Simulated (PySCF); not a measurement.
**Structure from 2D NMR**

Compound of formula C7H10OSi2. Correlations simulated from computed shifts and the bond graph:

HSQC (one-bond C–H):
```csv
δH,δC
9.97,197.0
7.04,131.3
6.94,133.5
6.72,131.3
6.17,133.5
```

COSY cross peaks (H two or three bonds apart, from the bond graph; peaks can be absent where the dihedral angle is near 90°):
```csv
δH,δH
7.04,6.72
6.94,6.17
```

HMBC (two and three bonds, from the bond graph):
```csv
δH,δC
9.97,"200.5, 150.1"
7.04,"200.5, 158.1, 148.3"
6.94,"158.1, 148.3"
6.72,"200.5, 158.1, 148.3"
6.17,"158.1, 148.3"
4.99,"200.5, 197.0, 158.1, 150.1, 148.3, 133.5"
4.57,"200.5, 158.1, 150.1"
```

Carbons without hydrogens: δ 200.5, 158.1, 150.1, 148.3.

Theory: coordinates at the GFN2-xTB level, shieldings: GIAO PBE0/pcSseg-1, in PySCF 2.14 (rapidly exchanging positions averaged, isolated molecule, non-relativistic Hamiltonian, a single conformation).

Scale: TMS for ¹H (σref 31.72) and ¹³C (σref 186.93) (reference shieldings calculated alike).

Exchangeable hydrogens are left out of these lists.

Q: Assemble the structure.

A: `C=C1[SiH2]C(C=O)=C([SiH3])C1=C`.

Mapped SMILES: `[CH2:1]=[C:2]1[SiH2:3][C:4]([CH:5]=[O:6])=[C:7]([SiH3:8])[C:9]1=[CH2:10]`. Hydrogens are named by the atom that carries them. Ha(C10) is cis to C2; Ha(C1) is cis to Si3; Hb(C10) is trans to C2; Hb(C1) is trans to Si3.

1. δC 200.5 is C7, a β carbon of a C=C–C=O unit.
2. δC 197.0 is C5, an aldehyde carbonyl carbon (δH 9.97).
3. δC 158.1 is C9, a fully substituted alkene carbon.
4. δC 150.1 is C4, an α carbon of a C=C–C=O unit.
5. δC 148.3 is C2, a fully substituted alkene carbon.
6. δC 133.5 is C1, a terminal =CH2 carbon (δH 6.94, 6.17).
7. δC 131.3 is C10, a terminal =CH2 carbon (δH 6.72, 7.04).
8. HMBC from δH 9.97 reaches the proton-free carbons C7, C4.
9. HMBC from δH 7.04 reaches the proton-free carbons C7, C9, C2.
10. HMBC from δH 6.94 reaches the proton-free carbons C9, C2.
11. HMBC from δH 6.72 reaches the proton-free carbons C7, C9, C2.
12. COSY links 7.04–6.72, 6.94–6.17.

The shifts were computed for this structure.

Shifts are as computed. Against solution values, carbons near 30 ppm lie about +3 ppm off and those near 130 ppm about +5 ppm. Of 1211 compounds with measured shifts, 218 miss one by over three times the rms of a fit or turn the order of signals round; such compounds aren't used in these exercises.
